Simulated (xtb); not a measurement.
Harmonic IR lines of one isomer of C$_{9}$H$_{7}$BFN, unscaled. Level of theory: xtb with GFN2-xTB.

wavenumber (cm⁻¹): 286 (w), 542 (w), 625 (w), 747 (vw), 825 (vs), 844 (m), 879 (w), 984 (m), 1028 (vw), 1087 (vw), 1134 (m), 1148 (w), 1173 (w), 1204 (m), 1222 (w), 1252 (s), 1332 (w), 1347 (w), 1355 (m), 1389 (m), 1443 (m), 1483 (w), 1546 (m), 1580 (w), 1594 (m), 2648 (vs), 2716 (m), 3049 (w), 3063 (w), 3093 (m), 3100 (w)

Q: Identify which structure gives these lines.
A) `Bc1cc2ncccc2cc1F`
B) `Bc1cc(F)cc2cccnc12`
C) `Bc1ccc(F)c2cccnc12`
D) `Bc1cc(F)c2cccnc2c1`

A: B, `Bc1cc(F)cc2cccnc12`
